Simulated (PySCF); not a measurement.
Method: PBE-D3(BJ)/def2-TZVP // PBE0-D3(BJ)/def2-SVP run with PySCF. All species are isolated molecules in the gas phase. One relaxed conformer stands for a flexible species; it need not be the lowest. 

Reference species: [Ga(H)3(NH3)] (neutral, multiplicity 1).

```
Item                      Value
----------------------  -------
S1 oscillator strength    0.003
HOMO–LUMO gap           5.14 eV
```

Changed species: [Ga(H)3(CH3OH)] (adduct with CH3OH; the reference has adduct with NH3).

Task: Give the shifts of the S1 oscillator strength and HOMO–LUMO gap.

Result: the S1 oscillator strength stays essentially unchanged; the HOMO–LUMO gap rises by 0.06 eV, to 5.20 eV.
